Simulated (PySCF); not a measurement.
## Continuum solvent and chemical shifts

Bonds (- single, = double, # triple, : aromatic): C1:C2, C2:C3, C3:C4, C4-C5, C5:C6, C6:C7, C7:O8, O8:C9, C4:C10, C10:C11, C11:C1, C9:C5. C1 carries H12; C2 carries H13; C3 carries H14; C6 carries H15; C7 carries H16; C9 carries H17; C10 carries H18; C11 carries H19.

GIAO PBE0/pcSseg-1 in PySCF on one PBE0-D3(BJ)/def2-SVP conformer, non-relativistic, equivalent nuclei averaged. Solvents enter as an IEF-PCM continuum (tetrahydrofuran with ε = 7.4, dichloromethane with ε = 8.9) around the gas-phase geometry. Shifts are referred to TMS computed in the same medium.

Gas phase, δ in ppm: C7 147.3, C9 142.4, C4 138.2, C2/C11 134.3, C5 133.4, C1 132.3, C3/C10 131.6, C6 115.0, H17 7.69, H14/H18 7.59, H13/H19 7.51, H16 7.43, H12 7.37, H15 6.83. Dipole moment 0.47 D.

Task: How does each δ change in the continuum?

Result: 
| atoms | environment | Δδ, tetrahydrofuran | Δδ, dichloromethane |
| --- | --- | --- | --- |
| C7 | aromatic CH next to the ring oxygen | +2.0 | +2.1 |
| C9 | aromatic CH next to the ring oxygen | +2.1 | +2.2 |
| C4 | substituted aromatic carbon | +0.2 | +0.3 |
| C2/C11 | aromatic CH | +1.3 | +1.4 |
| C5 | substituted aromatic carbon | -0.2 | -0.2 |
| C1 | aromatic CH | +1.4 | +1.5 |
| C3/C10 | aromatic CH | +0.8 | +0.9 |
| C6 | aromatic CH | +0.7 | +0.7 |
| H17 | hydrogen on an aromatic CH next to the ring oxygen | +0.29 | +0.30 |
| H14/H18 | hydrogen on an aromatic CH | +0.23 | +0.24 |
| H13/H19 | hydrogen on an aromatic CH | +0.19 | +0.20 |
| H16 | hydrogen on an aromatic CH next to the ring oxygen | +0.22 | +0.23 |
| H12 | hydrogen on an aromatic CH | +0.17 | +0.18 |
| H15 | hydrogen on an aromatic CH | +0.28 | +0.29 |

Changes are relative to the gas phase. The dipole moment becomes 0.54 D in tetrahydrofuran, 0.54 D in dichloromethane.

Task: Which of the listed nuclei move most (in ppm), and what does the model miss? (N and O are left out, as their reference compounds move with the solvent too.)

Result: C7 (aromatic CH next to the ring oxygen, +2.1 ppm) and C9 (aromatic CH next to the ring oxygen, +2.2 ppm) in dichloromethane. A continuum only polarises the solute; specific hydrogen bonds, the anisotropy of aromatic solvents and changes of geometry or conformer are outside it.
